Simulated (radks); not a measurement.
Ionisation of the xenon ion Xe41+, [Ne] 3s2 3p1, to [Ne] 3s2 as the strength of local exchange is varied. All-electron calculation, scalar-relativistic Kohn-Sham, Slater X-alpha exchange (alpha = 2/3 is LDA exchange), no correlation, spin-unpolarised, spherical densities, finite nucleus; Fermi nuclear charge, rms radius 4.7859 fm. Program: a radial shooting solver on a logarithmic mesh with Libxc functionals.

alpha  E(Xe41+) (hartree)  exchange (hartree)  IE (eV)  -e of the level emptied (eV)  <r> of it (bohr)
0.667         -5909.79441           -94.40252   3009.9                   2967.5 (3p)            0.2639
0.709         -5915.76619          -100.41361   3015.4                   2973.0 (3p)            0.2637
0.783         -5926.29762          -111.02382   3024.9                   2982.9 (3p)            0.2632
0.832         -5933.27796          -118.06301   3031.3                   2989.4 (3p)            0.2629
0.841         -5934.56065          -119.35710   3032.5                   2990.6 (3p)            0.2628
0.917         -5945.39961          -130.29942   3042.3                   3000.7 (3p)            0.2623
0.982         -5954.68016          -139.67854   3050.8                   3009.3 (3p)            0.2619
1             -5957.25185          -142.27919   3053.1                   3011.7 (3p)            0.2618

NIST Atomic Spectra Database: 3068 eV (theoretical). The central value is not met in this range of alpha. Spin polarisation and multiplet splitting are left out, so open shells lie too high by an amount that depends on their filling. Spin-orbit splitting is averaged out at the scalar-relativistic level.

Beside tabulated values, note that spin-unpolarised runs miss the spin-polarisation part of the exchange energy of open shells.
